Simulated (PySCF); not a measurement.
## MgSb: energy against distance

Set-up: Mg def2-SVPD, Sb def2-SVPD with ECP28; scalar-relativistic core potentials (PySCF 2.14). Energies in eV from Mg + Sb in their ground configurations at the same level. All curves are PBE0. state 1: ⁴Σ⁻ (quartet), unpaired electrons σ ↑, π ↑↑; state 2: Ms = 0.5 determinant of mixed spin (⟨S²⟩ near 1.8), unpaired electrons σ ↓, π ↑↑, a second solution, started from another occupation; state 3: Ms = 0.5 determinant of mixed spin (⟨S²⟩ near 1.8), unpaired electrons σ ↑, π ↑↓, a mixture of terms (⟨Lz²⟩ = 2.0), a second solution, started from another occupation; state 4: ²Π (doublet), unpaired electrons π ↑, a second solution, started from another occupation.

```csv
R (Å),state 1,state 2,state 3,state 4
2.480,-0.2309,-0.1036,0.1403,-0.1350
2.596,-0.4620,-0.3222,-0.0830,-0.1892
2.711,-0.5831,-0.4263,-0.1932,-0.1557
2.797,-0.6230,-0.4504,-0.2230,-0.0926
2.884,-0.6320,-0.4408,-0.2202,-0.0085
2.970,-0.6186,-0.4063,-0.1936,0.0893
3.086,-0.5780,-0.3333,-0.1330,0.2312
3.230,-0.5071,-0.2165,-0.0348,0.4137
3.403,-0.4133,-0.0627,0.0933,0.6244
3.634,-0.2982,0.1323,0.2516,0.8732
```

Question: Put a parabola through the three lowest points of the state 1 curve and estimate Re, k and ωe (reduced mass 20.01 u; 1 eV/Å² = 0.16022 mdyn/Å; ωe = 1302.8·√(k/μ) cm⁻¹).

Answer: Through R = 2.797, 2.884, 2.97 Å the second-order coefficient is 1.50 eV/Å², so Re ≈ 2.875 Å, k ≈ 0.480 mdyn/Å and ωe ≈ 202 cm⁻¹. A polynomial fit of higher order to the unrounded PBE0 energies gives Re = 2.871 Å, k = 0.499 mdyn/Å, ωe = 206 cm⁻¹; anharmonicity and rounding make the difference.

The higher-order fit for each curve: state 1: Re = 2.871 Å, ωe = 206 cm⁻¹, De = 0.63 eV; state 2: Re = 2.812 Å, ωe = 241 cm⁻¹, minimum 0.451 eV below the ground-state fragments; state 3: Re = 2.831 Å, ωe = 229 cm⁻¹, minimum 0.225 eV below the ground-state fragments; state 4: Re = 2.601 Å, ωe = 294 cm⁻¹, minimum 0.189 eV below the ground-state fragments.

Spin–orbit coupling is left out, which matters for elements this heavy, above all for dissociation energies. The state was picked by a PBE0 search and need not be the measured ground state.
